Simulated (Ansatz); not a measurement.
C$_{5}$H$_{13}$In, singlet, at a GFN2-xTB geometry (such geometries of metal compounds can be far from the true shape) (core potentials on In); PBE/def2-SVP run with Ansatz (a program for electronic structure).

Ansatz was given this input:
Ansatz 0.2 input:
```yaml
crystal:
  periodic: [false, false, false]
  atoms:
    - {symbol: In, position_ang: [0.14280044, 0.66099335, 0.17123014]}
    - {symbol: C, position_ang: [1.45902927, 2.42876182, -0.29654599]}
    - {symbol: H, position_ang: [2.28407586, 2.13965511, -0.94660609]}
    - {symbol: H, position_ang: [1.86196943, 2.84368155, 0.62693787]}
    - {symbol: H, position_ang: [0.87240495, 3.20129199, -0.79381989]}
    - {symbol: C, position_ang: [-1.46126971, 0.85633596, 1.73234977]}
    - {symbol: H, position_ang: [-2.37233283, 0.35160834, 1.41374977]}
    - {symbol: H, position_ang: [-1.67974279, 1.90858605, 1.90943367]}
    - {symbol: H, position_ang: [-1.12635218, 0.40784360, 2.66738877]}
    - {symbol: C, position_ang: [0.40570629, -1.32525717, -0.88886712]}
    - {symbol: C, position_ang: [-0.69011798, -2.30124010, -0.48241629]}
    - {symbol: C, position_ang: [-0.52017806, -3.66244714, -1.15492451]}
    - {symbol: H, position_ang: [1.39010236, -1.72975356, -0.63534926]}
    - {symbol: H, position_ang: [0.38902559, -1.15641594, -1.96948767]}
    - {symbol: H, position_ang: [-0.67834294, -2.43661303, 0.60530731]}
    - {symbol: H, position_ang: [-1.66908095, -1.88953302, -0.75339515]}
    - {symbol: H, position_ang: [-0.55157644, -3.55784236, -2.23801099]}
    - {symbol: H, position_ang: [-1.31292824, -4.34379491, -0.85174185]}
    - {symbol: H, position_ang: [0.43653803, -4.10430781, -0.88225857]}
basis:
  gaussian:
    orbitals: def2-SVP
hamiltonian:
  xc: pbe
```

**Question.** Write the output that Ansatz gives for this input, abridged.

**Answer.** 
```
Functional definition: PBE
1860 factors; their error is unknown
mean field evaluation 1: about -10530.1876 eV, gradient 1.0e2 eV
mean field evaluation 2: about -10448.5061 eV, gradient 1.8e2 eV
mean field evaluation 4: about -10557.5756 eV, gradient 2.0e1 eV
mean field evaluation 8: about -10558.5929 eV, gradient 1.0e-1 eV
mean field evaluation 16: about -10558.5231 eV, gradient 5.2e-4 eV
mean field -10558.52306268 eV, -388.0185657297 hartree, gradient 4.6e-5 eV, S^2 0.000000; 0 other end points of the search recorded, 0 dependent functions left out
reference -10558.52311423 eV, -388.0185676239 hartree; 32, 32 occupied and 129, 129 virtual orbitals, 1860 factors
Total energy: -10558.52311423 eV, -388.0185676239 hartree
```
